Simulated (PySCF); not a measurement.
## A thermochemical cycle for KTe

CCSD(T) in PySCF with def2-SVP on every atom (core potentials on Te), for the lowest determinant that a PBE0 search found; no spin–orbit coupling. KTe, a doublet (π ↑), has De = 1.85 eV to neutral atoms, and KTe⁺, a triplet (π ↑↑), has De = 0.42 eV to K⁺ + Te.

At the same level the K atom ionises at 4.12 eV.

What is the adiabatic ionisation energy of the molecule, and does ionisation strengthen or weaken the bond?

IE = IE(K) + De(neutral) − De(ion) = 4.12 + 1.85 − 0.42 = 5.55 eV. De changes by -1.43 eV, so ionisation weakens the bond.

Correlated steps freeze 9 core orbitals. Weak bonds: KTe⁺. Basis-set superposition, not corrected here, can be much of De in a small basis, most of all at correlated wavefunction levels. Spin–orbit coupling is left out, which matters for elements this heavy, above all for dissociation energies. For an ion De counts to the pair picked by the measured ionisation energies or electron affinities, which need not be the lowest pair at this level. States were picked by a PBE0 search and need not be the measured ground states.
